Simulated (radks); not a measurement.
Species: Nb2+. Configuration: [Kr] 4d3.

All-electron calculation, scalar-relativistic Kohn-Sham, B86b exchange with PBE correlation, spin-polarised, spherical densities, finite nucleus; open shells are filled with parallel spins first (spin-orbit coupling, left out, can overturn this in heavy ions); Fermi nuclear charge, rms radius 4.324 fm. Program: a radial shooting solver on a logarithmic mesh with Libxc functionals.

Energy parts (eV):
total: -103931.413
kinetic: 107010.182
electron-nucleus: -249697.669
Hartree: 41989.761
exchange-correlation: -3233.688

Orbitals (lengths in bohr, moments of r in powers of bohr; <r^-3> diverges for s and p1/2):
| orbital | occ. | eigenvalue (eV) | <r^-3> | <r^2> |
|---|---|---|---|---|
| 1s up | 1 | -18828.30 | - | 0.001757 |
| 1s down | 1 | -18828.32 | - | 0.001757 |
| 2s up | 1 | -2648.849 | - | 0.02944 |
| 2s down | 1 | -2648.552 | - | 0.02944 |
| 2p up | 3 | -2367.029 | 2347 | 0.02318 |
| 2p down | 3 | -2366.811 | 2347 | 0.02318 |
| 3s up | 1 | -456.6402 | - | 0.2251 |
| 3s down | 1 | -456.4878 | - | 0.2251 |
| 3p up | 3 | -364.5209 | 384.1 | 0.2314 |
| 3p down | 3 | -364.3502 | 383.9 | 0.2314 |
| 3d up | 5 | -213.9815 | 50.51 | 0.2262 |
| 3d down | 5 | -213.7103 | 50.50 | 0.2260 |
| 4s up | 1 | -76.5901 | - | 1.520 |
| 4s down | 1 | -74.7944 | - | 1.501 |
| 4p up | 3 | -52.6779 | 52.22 | 1.919 |
| 4p down | 3 | -50.6340 | 53.56 | 1.894 |
| 4d up | 3 | -20.0061 | 3.583 | 4.024 |
| 4d down | 0 | -17.6888 | 3.625 | 4.104 |
| 5s up | 0 | -17.4821 | - | 10.20 |
| 5p up | 0 | -12.6164 | 6.677 | 14.63 |

The highest occupied level is 4d up at -20.006 eV. The density falls to 0.001 e/bohr^3 at r = 3.62 bohr. Spin moment in Bohr magnetons: 3.
